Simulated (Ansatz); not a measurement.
Species: InF2, net charge 0, doublet state. It need not be the lowest isomer of its formula. 
Structure (B3LYP-D3(BJ)/def2-TZVP (Ansatz, a quantum-chemistry and plane-wave program) minimum search):
SMILES: [F][In][F]
```xyz
3

In     0.2297     0.1164     0.0940
F     -0.8133     0.9486    -1.3634
F     -0.4372    -1.5822     0.8518
```
Charge 0, spin multiplicity 2.

Basis-set convergence of Hartree-Fock and CCSD(T) correlation energies (hartree) with Ansatz. Correlated levels leave the core frozen unless marked. UHF or UKS for open shells. Spin-orbit coupling is left out. Frozen are the shells of the preceding noble gas and the d and f shells that filled before the atom's block. Past Kr the def2 sets carry scalar-relativistic core potentials.

```
basis       functions       E(HF)  E(corr, CCSD(T))
----------  ---------  ----------  ----------------
def2-SVP           54  -387.95485          -0.43048
def2-TZVPP        112  -388.22307          -0.57760
def2-QZVPP        196  -388.23488          -0.63120
```

Extrapolating the two largest sets (X = 3 and 4) as X^-3: E(corr) = (64·(-0.63120) - 27·(-0.57760))/37 = -0.6703 Eh, an estimate of the basis-set limit. The largest set recovers 94.2 % of it, the smallest 64.2 %.
